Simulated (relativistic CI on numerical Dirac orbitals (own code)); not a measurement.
**What each ingredient does to the levels of Pt XLIX**

Base calculation: Dirac-Coulomb-Breit CI, orbitals from a KLI potential per configuration, model QED, unscaled Slater integrals.

Configuration list (outside the closed core [Ar]): 3d10 4s2, 3d10 4s 4p, 3d10 4p2, 3d10 4s 4d, 3d10 4s 4f, 3d10 4d2, 3d10 4p 4d, 3d10 4f2, 3d10 4p 4f, 3d10 4d 4f, 3d10 4s 5s, 3d10 4s 5p, 3d10 4s 5d, 3d10 4s 5f, 3d10 4s 5g, 3d10 4s 6s, 3d10 4s 6p, 3d10 4s 6d, 3d10 4s 6f, 3d9 4s2 4p, 3d10 4s 7s, 3d9 4s2 4d, 3d9 4s2 4f, 3d9 4s2 5s, 3d9 4s2 5p, 3d9 4s2 5d. Double excitations out of closed p, d and f shells are left out; levels of such configurations are missing from the list, as are those of other unlisted configurations, and high levels can miss mixing partners. These lack a partner that the ground configuration has and come out too high: 3d9 4s2 4p, 3d9 4s2 4d, 3d9 4s2 4f, 3d9 4s2 5s, 3d9 4s2 5p.

Variants: (1) one mean potential for all configurations. Shifts of the energy above 3d10 4s2 1S_0, in eV, for the lowest level and the first level of each name with at least 55 % of one term (blank where a level changes its place among those of its configuration and J or its character, or is not in the variant):

```tsv
Level	Base	Δ(1)
3d10 4s2 1S_0	0.000	0.000
3d10 4s 4p 3P°_0	95.089	+0.048
3d10 4s 4p 3P°_1	103.053	+0.050
3d10 4p2 3P_0	218.200	+0.098
3d10 4s 4p 3P°_2	227.343	+0.047
3d10 4s 4p 1P°_1	246.328	+0.052
3d10 4p2 3P_1	343.335	+0.096
3d10 4p2 1D_2	344.717	+0.094
3d10 4s 4d 3D_1	400.582	+0.039
3d10 4s 4d 3D_2	404.838	+0.040
3d10 4s 4d 3D_3	428.388	+0.037
3d10 4s 4d 1D_2	436.431	+0.043
3d10 4p2 3P_2	481.194	+0.091
3d10 4p2 1S_0	488.527	+0.096
3d10 4p 4d 3F°_2	500.734	+0.095
3d10 4s 4f 3F°_3	608.207	-0.104
3d10 4s 4f 3F°_2	609.693	-0.117
3d10 4s 4f 3F°_4	615.693	-0.115
3d10 4p 4d 3P°_0	644.660	+0.089
3d10 4p 4d 3P°_1	646.060	+0.088
3d10 4p 4d 3F°_4	662.111	+0.077
3d10 4p 4d 1P°_1	684.895	+0.088
```

At this charge energies of transitions that change n are usually good to better than 1 %, and those within a shell (Δn = 0) to a few per cent.

Ionisation energy from the two ground configurations alone: base 2761.93 eV. The NIST ASD value (theoretical) is 2762 eV.

LS names give the leading component of a level, which can be under half, so a name can repeat, a term be missing and a line seem to break the LS rules.
